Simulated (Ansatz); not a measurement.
Consider the formal exchange of groups at the Si–Cl bond: `N[Si](O)(S)Cl` + `C=N` → `N=C[Si](N)(O)S` + HCl.

Program: Ansatz. Geometries: PBE0-D4/def2-TZVP. ΔE: electronic, gas phase. CCSD(T)/CBS adds triple-zeta CCSD(T) − MP2 to the extrapolated MP2 energy (def2 sets, frozen cores). This one scheme is used for every species. Each species was taken in one conformer, which may not be the lowest.

| species | CCSD/def2-TZVPP energy (Eh) |
| --- | --- |
| `N[Si](O)(S)Cl` | -1278.87119 |
| `C=N` | -94.45887 |
| `N=C[Si](N)(O)S` | -912.96880 |
| HCl | -460.32332 |

Q: Work out ΔE.

A: ΔE = (-912.96880) + (-460.32332) − (-1278.87119) − (-94.45887) = 0.03794 Eh = +99.6 kJ/mol. CCSD(T)/CBS gives +100.5 kJ/mol.

Largest T1 diagnostic among the species: 0.012.

In def2-TZVPP, CCSD(T) changes the Hartree–Fock value by −20.0 kJ/mol (the triples alone add −2.6 kJ/mol) and MP2 by −15.1 kJ/mol. From PBE to PBE0 (25 % exact exchange), in def2-TZVPP and without D4, ΔE moves by +4.6 kJ/mol.
